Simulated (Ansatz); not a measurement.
Mulliken charges of `[F][Al]1[BH][CH2]1` from B3LYP/def2-TZVPP in Ansatz (PBE0-D4/def2-TZVP geometry).

| atom | x (Å) | y (Å) | z (Å) | charge (e) |
| --- | --- | --- | --- | --- |
| F1 | -1.002 | -1.925 | 1.617 | -0.311 |
| Al2 | -0.541 | -1.287 | 0.171 | 0.443 |
| B3 | 0.171 | 0.012 | -1.119 | -0.135 |
| C4 | 0.291 | 0.728 | 0.146 | -0.260 |
| H5 | 0.427 | 0.251 | -2.249 | 0.050 |
| H6 | 0.019 | 0.413 | 1.170 | 0.093 |
| H7 | 0.696 | 1.740 | 0.218 | 0.120 |

Question: By hand: the dipole of these point charges (1 e Å = 4.8032 D).

Answer: Σ q r = (0.080, 0.097, -0.292) e Å, of length 0.318 e Å = 1.53 D.

Question: How does the dipole of the full density compare? (Estimate.)

Answer: Computed: (-0.043, -0.088, 0.040) e Å, 0.51 D; the point charges give 3.00 times that, at 135° from its direction, so they point the opposite way.

Point charges leave out the atoms' own dipoles, such as those of lone pairs, and Mulliken's split depends on the basis, so the two needn't agree.

B3LYP here is the variant with VWN-RPA as its local correlation; programs differ in this.
